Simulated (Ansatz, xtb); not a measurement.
# Two structures of GeH4SiSn

We compare X, `[SiH3][GeH]=[Sn]`, a singlet, with Y, a singlet given by its coordinates. Both are isolated molecules in the gas phase, relaxed with PBE0-D3(BJ)/def2-SVP.

X (Å):

```xyz
7

Ge    0.6939   -0.3082   -1.1362
Si   -0.5055    0.6548   -2.9409
Sn    0.2756   -2.6449   -0.4456
H     0.4070    1.0825   -4.0471
H    -1.4451   -0.3809   -3.4731
H    -1.3043    1.8423   -2.5043
H     1.7076    0.6604   -0.4904
```

Y (Å):

```yaml
atoms:
  - { symbol: Ge, position_ang: [-0.9682, -2.0029, -1.4818] }
  - { symbol: Si, position_ang: [-2.3366, -0.0106, -2.0203] }
  - { symbol: Sn, position_ang: [-1.2748, -0.5488, 0.6360] }
  - { symbol: H, position_ang: [-1.7670, 0.8961, -3.0618] }
  - { symbol: H, position_ang: [-3.6776, -0.5290, -2.4248] }
  - { symbol: H, position_ang: [-2.6540, 0.9671, -0.8723] }
  - { symbol: H, position_ang: [0.1523, -0.8585, -0.7729] }
```

Close contacts (Å): Ge1–Si2 2.48, Ge1–Sn3 2.59, Si2–Sn3 2.91, Ge1–H7 1.75, Si2–H4 1.49, Si2–H5 1.49, Si2–H6 1.54, Sn3–H7 2.03.

Estimate which is lower in electronic energy at CCSD(T)/def2-TZVP, and by roughly how much.

Too close to call at this level: CCSD(T)/def2-TZVP gives E(Y) − E(X) = −0.026 eV.

The same difference at several levels:

```tsv
level	geometry	E(Y) − E(X) (eV)	departure from the last row (eV)	job, with rough time for the two
PBE0-D3(BJ)/def2-SVP	PBE0-D3(BJ)/def2-SVP	−0.243	−0.216	optimisation, 1.8 min
HF/def2-TZVP	PBE0-D3(BJ)/def2-SVP	+0.276	+0.302	part of the CCSD(T) run
MP2/def2-TZVP	PBE0-D3(BJ)/def2-SVP	−0.136	−0.110	part of the CCSD(T) run
CCSD(T)/def2-TZVP	PBE0-D3(BJ)/def2-SVP	−0.026		single point, 1.8 min
```

The largest departure from CCSD(T)/def2-TZVP is that of HF/def2-TZVP, 0.302 eV. Levels run at GFN2-xTB geometries aren't shown.

With harmonic frequencies from PBE0-D3(BJ)/def2-SVP (ideal gas, rigid rotor, one conformer each, 200 K, 1 atm): on the last row, ΔE + ΔZPE = −0.055 eV. A mode under 50 cm⁻¹ makes harmonic enthalpies and free energies unreliable, so none is given.

The correlated steps freeze 18 core orbitals; the filled d shell of Ge and Sn is correlated, in a basis made for valence electrons. Atoms past krypton carry core potentials in the def2 sets and no spin–orbit term is included. Run with Ansatz 0.2.0; the last row on 2 threads of Intel(R) Xeon(R) Platinum 8259CL CPU @ 2.50GHz (Skylake/Cascade Lake) on a shared host.
